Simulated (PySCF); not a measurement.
BH₂O₂, multiplicity 2. Atoms are numbered in the order given.

```xyz
5

O      0.0000     1.2210     0.0411
B      0.0000     0.0000    -0.5365
O      0.0000    -1.2210     0.0411
H      0.0000     1.2322     1.0121
H      0.0000    -1.2322     1.0121
```
Charge 0, spin multiplicity 2.

Geometry: r2SCAN-D4/def2-TZVP. The isomer is the one that the SMILES or the coordinates give; other isomers of the formula were not compared. Other conformers were not sampled.

Calculation: PBE/def2-TZVPD (PySCF).

Mulliken values depend strongly on the basis, most of all with diffuse functions as here. ESP charges are fitted to the potential on shells at 1.4 to 2.0 van der Waals radii. Atomic charges (e):

```json
[
 {"atom": "O1", "meta-Löwdin": "-0.48", "ESP fit": "[?]", "Mulliken": "-0.31", "Mulliken spin": "-0.05"},
 {"atom": "B2", "meta-Löwdin": "0.32", "ESP fit": "[?]", "Mulliken": "0.15", "Mulliken spin": "0.95"},
 {"atom": "O3", "meta-Löwdin": "-0.48", "ESP fit": "[?]", "Mulliken": "-0.31", "Mulliken spin": "-0.05"},
 {"atom": "H4", "meta-Löwdin": "0.32", "ESP fit": "[?]", "Mulliken": "0.24", "Mulliken spin": "0.08"},
 {"atom": "H5", "meta-Löwdin": "0.32", "ESP fit": "[?]", "Mulliken": "0.24", "Mulliken spin": "0.08"}
]
```

**Question.** What belongs in the gaps? (The exact figures need the calculation; the answer reports its results.)

**Answer.** 
- O1, ESP fit: -0.49
- B2, ESP fit: 0.23
- O3, ESP fit: -0.49
- H4, ESP fit: 0.38
- H5, ESP fit: 0.38
